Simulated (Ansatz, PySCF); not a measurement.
GaH₃, SMILES [GaH3].

Geometry: PBE0-D3(BJ)/def2-TZVPD. The isomer is the one that the SMILES or the coordinates give; other isomers of the formula were not compared.

Vertical ionisation energy (IE) and electron affinity (EA) in eV. Rows of orbital energies are one-electron estimates. Where ΔSCF, EOM or ADC give a negative EA the extra electron is unbound and the value depends on the basis.

| level | IE | EA |
|---|---|---|
| −ε(HOMO), −ε(LUMO), CAM-B3LYP/def2-TZVPD (PySCF) | 10.00 | 0.95 |
| −ε(HOMO), −ε(LUMO), B3LYP/def2-TZVPD (PySCF) | 8.41 | 2.12 |
| −ε(HOMO), −ε(LUMO), PBE/def2-TZVPD (PySCF) | 7.34 | 2.66 |
| ADC(2)/aug-cc-pVDZ (PySCF) | 11.25 | 0.08 |
| ΔSCF, ωB97X-V/def2-TZVPD (Ansatz), final states of multiplicity 2 and 2 | 11.37 | -0.15 |
| ΔSCF, PBE/def2-TZVPD (Ansatz), final states of multiplicity 2 and 2 | ___ | ___ |

### Question
Complete the blanks. (Estimate from the structure and the level; the computed values follow.)

### Answer

- ΔSCF, PBE/def2-TZVPD (Ansatz, an electronic-structure program), final states of multiplicity 2 and 2, IE: 10.95
- ΔSCF, PBE/def2-TZVPD (Ansatz), final states of multiplicity 2 and 2, EA: 0.09

### Question
What vertical singlet–triplet gap does ΔSCF give with ωB97X-V/def2-TZVPD (Ansatz) and with PBE/def2-TZVPD (Ansatz)? (Estimate from the structure and the level; the computed values follow.)

### Answer
5.25 and 4.55 eV (triplet above singlet where positive).

### Question
Beyond the first one, list the lowest photoelectron lines from ADC(2)/aug-cc-pVDZ (PySCF 2.14.0) with their pole strengths (two spins summed). (Estimate from the structure and the level; the computed values follow.)

### Answer
15.66 eV (1.84).
